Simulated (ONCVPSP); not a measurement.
boron: ONCV pseudisation with PBEsol, fully relativistic reference atom.

- Element: B (Z = 5)
- Generator: ONCVPSP 4.0.1
- Type: optimised norm-conserving Vanderbilt (ONCV)
- Functional: PBEsol
- Relativity: fully relativistic
- Frozen core: [He]
- Valence charge: 3
- Reference configuration: 2s2 2p0.5 (charge +0.5)
- Partial waves: 2s: rc 1.60 bohr, ncon 4, nbas 8, qcut 3.8 1/bohr, local; 2p: rc 2.55 bohr, ncon 3, nbas 7, qcut 5.5 1/bohr, 2 projectors, debl 2.1 Ha; d scattering state at 0.37 Ha: rc 2.70 bohr, ncon 4, nbas 9, qcut 4.1 1/bohr, 1 projector
- Local potential: the s channel
- Core correction: none

Open shells are filled in proportion to 2j + 1.

All-electron outer shells of the reference configuration (PBEsol, scalar-relativistic, ld1.x):

```
shell  level (eV)  outermost node (bohr)  outermost maximum (bohr)
   1s     -185.37                      –                      0.21
   2s      -14.03                   0.46                      1.50
   2p       -8.01                      –                      1.50
```

Does the generator finish with these settings?

Yes, a potential is produced and its reference levels are reproduced.

Estimate the cutoffs (Ha) at which the residual kinetic energy of the hardest occupied pseudo-wave falls to 1 and 0.1 mHa per electron.

15 Ha and 60 Ha.

What does a ghost test show?

No bound ghost flagged; no localised positive-energy state flagged.

Which valence shell sets the plane-wave cutoff?

2s: 15 Ha for 1 mHa per electron, against 9 Ha for 2p.

Tests: 2s2 2p1; 2s2 2p0; 2s1 2p0; 2s1 2p1. Which has the largest error in its energy relative to the reference configuration, and how large is it?

2s1 2p0, with +99 meV (all-electron minus pseudo) on +30.55 eV.
